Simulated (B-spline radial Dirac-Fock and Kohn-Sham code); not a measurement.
Satellites and hypersatellites of the K lines of Lu

System: atomic lutetium in the configuration [Xe] 4f14 5d1 6s2.

The run's input, task.json:

```json
{"items": [{
  "Z": 71,
  "q": 0,
  "cfg": [[1, 0, 2], [2, 0, 2], [2, 1, 6], [3, 0, 2], [3, 1, 6], [3, 2, 10], [4, 0, 2], [4, 1, 6], [4, 2, 10], [4, 3, 14], [5, 0, 2], [5, 1, 6], [5, 2, 1], [6, 0, 2]],
  "A": 175,
  "rrms": 5.37,
  "do": ["binding", "quiet", "double"]
}]}
```

Run with: `python xray_run.py task.json out`

Calculated with a B-spline atomic structure program, using Dirac-Fock (average of configuration) total-energy differences with a finite nucleus, the Breit interaction including its frequency dependence, and self-energy and vacuum-polarisation corrections. Each two-hole energy is an average over J within one jj subconfiguration, not an observable level; in light atoms, where LS coupling holds, the j-resolved values are not observed lines, and for a K spectator the Kα1 hypersatellite is nearly forbidden. Electron correlation is not included.

Lines without a spectator: Kα2 (K-L2) 52960.1 eV, Kα1 (K-L3) 54065.0 eV, Kβ3 (K-M2) 61042.5 eV, Kβ1 (K-M3) 61281.4 eV. Shifts in eV with one spectator hole (a dash: not computed, or left out as unreliable):

| spectator hole | Kα2 | Kα1 | Kβ3 | Kβ1 |
| --- | --- | --- | --- | --- |
| K (1s) | +922.8 | +986.4 | +1192.9 | +1207.6 |
| L2 (2p1/2) | +115.9 | +154.6 | – | +298.6 |
| L3 (2p3/2) | +91.0 | +98.5 | +230.5 | – |
| M2 (3p1/2) | – | +24.03 | +47.3 | +56.0 |
| M3 (3p3/2) | +13.77 | – | +41.3 | +41.6 |
| M4 (3d3/2) | +4.71 | +1.32 | – | – |
| M5 (3d5/2) | -0.45 | +3.33 | – | – |
